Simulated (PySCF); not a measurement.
A calculated (UHF, PySCF 2.14, def2-QZVPPD, the non-relativistic Hamiltonian (point nucleus)) atom or ion has these occupied shells.

```csv
shell,electrons,orbital energy (eV),"rms radius, mean of both spins (bohr)"
1s,2,-3629.8,0.0944
2s,2,-390.42,0.420
2p,6,-309.58,0.388
3s,2,-43.713,1.37
3p,6,-22.092,1.56
4s,2,-0.033,6.99
```

Problem. Name the element and its charge.

Solution. K⁻ (potassium, charge -1), in [Ar] 4s2, closed-shell 1S.
